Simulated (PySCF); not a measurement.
Structure revision by computed shifts

A compound C$_{6}$H$_{12}$F$_{2}$Si gives the data below (simulated from a calculation) and was assigned the structure `CC(C)[C@H]([SiH3])/C(F)=C/F`.

¹³C{¹H} NMR (computed): δ 168.2 (C), 120.2 (CH), 89.2 (CH2), 79.3 (CH2), 32.8 (CH2), 18.6 (CH3).

¹H NMR (400 MHz, computed): δ 6.11 (m, 1H), 5.38 (m, 2H), 4.92 (m, 2H), 4.53 (m, 2H), 1.98 (q, 2H), 1.16 (t, 3H).

Theoretical values (PySCF 2.14.0 with density-fitted response routines): σ from GIAO-PBE0/pcSseg-1, coordinates at the GFN2-xTB level. Equivalent nuclei averaged, one conformer, no relativistic terms, no solvent model.

Shifts are taken against calculated references (same method and geometry level): TMS for ¹H (σref 31.72), ¹³C (σref 186.93).

(1) Compare with the shifts computed for the proposed structure, pairing carbons in order of shift.

(2) Which isomer fits?

Results:

(1) Mapped SMILES: `[CH3:1][CH:2]([CH3:3])[C@H:4]([SiH3:5])/[C:6]([F:7])=[CH:8]/[F:9]`; H(Xn) means a hydrogen on atom n.

```tsv
atom	computed for proposal	given list	difference
C6	161.6	168.2	-6.6
C8	140.6	120.2	+20.4
C4	35.1	89.2	-54.1
C2	31.6	79.3	-47.7
C3	25.2	32.8	-7.6
C1	24.8	18.6	+6.2
```

The rms difference is 31.0 ppm and the largest -54.1 ppm at C4 (allylic sp3 CH bonded to Si). The carbon types in order of shift don't match either: C, CH, CH, CH, CH3, CH3 for the proposal against C, CH, CH2, CH2, CH2, CH3 in the data. The proposal doesn't fit.

(2) `InChI=1S/C6H12F2Si/c1-2-6(3-7)4-9-5-8/h4H,2-3,5,9H2,1H3/b6-4-`.

1. Carbon types of the structure: 1 × C, 1 × CH, 3 × CH2, 1 × CH3, leaving 2 H on heteroatoms.
2. δC 168.2: fully substituted alkene carbon.
3. δC 120.2: alkene CH; an sp2 carbon of a C=C bond.
4. δC 89.2: allylic sp3 CH2 bonded to F; the inductive effect lowers its shielding.
5. δC 79.3: sp3 CH2 bonded to F and Si; deshielded by the electronegative neighbour.

Other isomers checked: F[C@@H]1CCC[C@@](F)([SiH3])C1 (rms 39.4 ppm).

This is the structure that produced the data.

Splittings by ¹⁹F in the carbon and heteronuclear signals aren't shown, as no couplings were computed. Shifts are as computed. Against solution values, carbons near 30 ppm lie about +3 ppm off and those near 130 ppm about +5 ppm. Of 1309 compounds with measured shifts, 239 miss one by over three times the rms of a fit or turn the order of signals round; such compounds aren't used in these exercises. Multiplicities follow the n + 1 count of equivalent neighbours, as no J values were calculated; m marks all less simple cases, F and P coupling included.
